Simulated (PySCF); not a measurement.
## Correlation energy of S+ (sulfur, charge +1)

[Ne] 3s1 3p3 3d1, high-spin 6D determinant (an excited configuration). Calculation: PySCF 2.14, in aug-cc-pwCVTZ (8s7p5d3f, 75 functions); no relativity, point nucleus. Frozen: [Ne]; 5 electrons correlated.

| level | correlation energy (mhartree) |
| --- | --- |
| CCSD | -40.59 |
| (T) | -0.52 |
| CCSD(T) | -41.11 |

Diagnostics: T1 = 0.0034, D1 = 0.0074, largest double amplitude 0.034.

The outer electron is Rydberg-like, and this basis confines it to a smaller radius and binds it less than a complete one would.

Cost of the coupled-cluster step: about 12 core-seconds, for 5 correlated electrons.
